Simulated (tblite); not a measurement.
C₄H₄F₂O₂ (charge +1 and doublet state).
Atom-mapped SMILES: `[O+:1]=[C:2]1[CH2:3][C@@H:4]([F:5])[O:6][C@@H:7]1[F:8]` (hydrogens: H9, H10 on C3; H11 on C4; H12 on C7)
Bond orders are those of one Lewis drawing.

Computed with GFN2-xTB (tblite), gas phase: L-BFGS steps from a force-field or distance-geometry start until the largest atomic force falls under 0.01 eV/Å.

Step 7: E = -751.5698 eV
```
atom  x, y, z in Å  |  force x, y, z in eV/Å
O1      0.7710    1.0934    1.8995    0.075   0.069  -0.228
C2      0.3943    0.7352    0.8644    0.182  -0.168   0.001
C3     -0.8058    0.7925    0.0122   -0.108  -0.128  -0.016
C4     -0.8912   -0.6781   -0.4839   -0.292   0.073   0.071
F5     -1.7795   -0.8894   -1.4335    0.136   0.175  -0.251
O6      0.4293   -0.9651   -0.9212    0.248   0.231   0.135
C7      1.3184   -0.3683   -0.1146   -0.040  -0.028   0.079
F8      1.9047   -1.2493    0.6823    0.191   0.092   0.119
H9     -0.5962    1.4482   -0.8481   -0.109  -0.035   0.036
H10    -1.6934    1.1521    0.5386   -0.014  -0.056   0.070
H11    -1.1260   -1.3791    0.3401   -0.167  -0.052   0.062
H12     2.0757    0.3072   -0.5618   -0.103  -0.171  -0.078
```

Step 8: E = -751.5910 eV
```
atom  x, y, z in Å  |  force x, y, z in eV/Å
O1      0.7893    1.1004    1.8948    0.008   0.064  -0.302
C2      0.4003    0.7399    0.8644    0.099  -0.137   0.024
C3     -0.8097    0.7917    0.0190   -0.070  -0.188  -0.025
C4     -0.8990   -0.6878   -0.4772   -0.232   0.238   0.062
F5     -1.7594   -0.8830   -1.4585    0.123   0.176  -0.117
O6      0.4265   -0.9624   -0.9069    0.338   0.081   0.130
C7      1.3264   -0.3696   -0.1120   -0.085   0.002   0.015
F8      1.9155   -1.2466    0.6897    0.136   0.157   0.067
H9     -0.6161    1.4570   -0.8424   -0.063  -0.165   0.083
H10    -1.6979    1.1573    0.5403    0.010  -0.089   0.145
H11    -1.1589   -1.3999    0.3376   -0.084   0.099  -0.087
H12     2.0841    0.3022   -0.5749   -0.179  -0.240   0.005
```

Step 9: E = -751.6067 eV
```
atom  x, y, z in Å  |  force x, y, z in eV/Å
O1      0.8030    1.1075    1.8863   -0.016   0.079  -0.268
C2      0.4071    0.7379    0.8620    0.004  -0.075  -0.004
C3     -0.8143    0.7880    0.0238   -0.038  -0.168   0.012
C4     -0.9091   -0.6917   -0.4722   -0.054   0.261  -0.002
F5     -1.7429   -0.8738   -1.4798    0.101   0.160  -0.005
O6      0.4282   -0.9570   -0.8948    0.205  -0.103   0.095
C7      1.3311   -0.3700   -0.1072   -0.084   0.027  -0.003
F8      1.9274   -1.2418    0.6978    0.077   0.181   0.041
H9     -0.6313    1.4601   -0.8371   -0.029  -0.230   0.103
H10    -1.7008    1.1586    0.5445    0.031  -0.105   0.195
H11    -1.1836   -1.4127    0.3354   -0.035   0.190  -0.211
H12     2.0865    0.2943   -0.5846   -0.161  -0.217   0.046
```

Step 10: E = -751.6208 eV
```
atom  x, y, z in Å  |  force x, y, z in eV/Å
O1      0.8138    1.1155    1.8744   -0.011   0.109  -0.164
C2      0.4133    0.7323    0.8576   -0.067   0.005  -0.046
C3     -0.8193    0.7818    0.0281   -0.005  -0.086   0.073
C4     -0.9186   -0.6906   -0.4691    0.143   0.166  -0.082
F5     -1.7281   -0.8621   -1.4978    0.053   0.137   0.049
O6      0.4318   -0.9528   -0.8838   -0.018  -0.283   0.042
C7      1.3331   -0.3696   -0.1014   -0.069   0.032   0.019
F8      1.9397   -1.2342    0.7063    0.024   0.165   0.036
H9     -0.6436    1.4576   -0.8314   -0.004  -0.229   0.090
H10    -1.7022    1.1567    0.5520    0.042  -0.115   0.221
H11    -1.2033   -1.4188    0.3307   -0.011   0.221  -0.279
H12     2.0847    0.2836   -0.5917   -0.077  -0.120   0.043
```

**Question.** Estimate the geometry and energy of step 11. (The exact step hangs on the optimiser's Hessian estimate; all steps are aligned on step 10, rigid shifts and turns removed.)

**Answer.** E = -751.6352 eV, largest force 0.459 eV/Å
```
atom  x, y, z in Å  |  force x, y, z in eV/Å
O1      0.8240    1.1256    1.8602    0.005   0.146  -0.040
C2      0.4180    0.7267    0.8522   -0.087   0.079  -0.073
C3     -0.8246    0.7743    0.0337    0.031   0.025   0.127
C4     -0.9249   -0.6863   -0.4681    0.268   0.001  -0.170
F5     -1.7131   -0.8480   -1.5140   -0.012   0.119   0.043
O6      0.4350   -0.9546   -0.8724   -0.209  -0.408   0.011
C7      1.3333   -0.3688   -0.0953   -0.061   0.012   0.051
F8      1.9520   -1.2237    0.7153   -0.013   0.120   0.044
H9     -0.6553    1.4506   -0.8243    0.016  -0.169   0.047
H10    -1.7026    1.1523    0.5636    0.044  -0.130   0.228
H11    -1.2221   -1.4199    0.3207   -0.001   0.196  -0.276
H12     2.0815    0.2712   -0.5977    0.019   0.009   0.008
```

The energy changes by -0.0144 eV. The first-order estimate −F·Δx gives -0.0189 eV and the mean of the old and new forces, exact on a quadratic surface, -0.0144 eV. The step makes an angle of 61° with the force vector and moves no atom by more than 0.026 Å.

What follows is the cost of the whole relaxation. The run took 0.26 s of wall time on one thread of an Arm Neoverse V2, on a shared host.
